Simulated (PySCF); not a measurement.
**A small calculation by hand: oscillator strength and radiative lifetime**

FGaH₂O₂, SMILES [OH][Ga]([OH])[F].

Geometry: B3LYP-D3(BJ)/def2-SVP. One conformer was computed; it need not be the lowest.

TDDFT-CAM-B3LYP/def2-SVPD in PySCF 2.14.0 puts the first singlet state with f over 0.02 at 6.96 eV (vertical), with the transition dipole (0.000, 0.000, -0.605) in atomic units.

Question: Find the oscillator strength, the wavelength and the radiative lifetime that this transition would have in vacuum if emission retraced absorption.

Answer: 
|μ|² = 0.3660 au, so |μ| = 1.54 D. ΔE = 6.96/27.211 = 0.2558 hartree. f = (2/3) ΔE |μ|² = 0.062 (the program prints 0.062).
λ = 1239.84/6.96 = 178 nm; ν = 56136 cm⁻¹.
Einstein's coefficient A = 0.6670 ν² f s⁻¹ (ν in cm⁻¹) = 1.3e8 s⁻¹, so τ = 1/A = 7.6 ns. This state is S2; the lower singlet has f = 0.000. The figure is the radiative limit of this one transition; relaxation, internal conversion, crossing to triplets and a medium change what is measured.
